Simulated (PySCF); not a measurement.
pyrimidine (C₄H₄N₂), SMILES c1ncncc1.

Geometry: PBE0-D3(BJ)/def2-SVP.

Two levels are set side by side: TDDFT-PBE/def2-SVPD (PySCF) and TDDFT-CAM-B3LYP/def2-SVPD (PySCF). Vertical, same geometry. The lowest singlet is HOMO→LUMO 99 % with PBE and HOMO→LUMO 99 % with the other functional; states are paired by order. Differences are taken from unrounded values.

```tsv
quantity	TDDFT-CAM-B3LYP
lowest singlet excitation (eV)	4.54
lowest triplet excitation (TDA) (eV)	4.01
```

**Question.** What does TDDFT-PBE give, and how far is it from TDDFT-CAM-B3LYP? (The exact figures need the calculation; the answer reports its results.)

**Answer.** 
```csv
quantity,TDDFT-PBE,TDDFT-PBE minus TDDFT-CAM-B3LYP
lowest singlet excitation (eV),3.75,-0.80
lowest triplet excitation (TDA) (eV),3.31,-0.71
```

A lower first singlet is the usual sign of a functional without exact exchange. Differences between two approximate levels are no errors against the true value.

Rough cost on one machine, each run with all the roots and properties that it gave: TDDFT-CAM-B3LYP against TDDFT-PBE about 5 times.
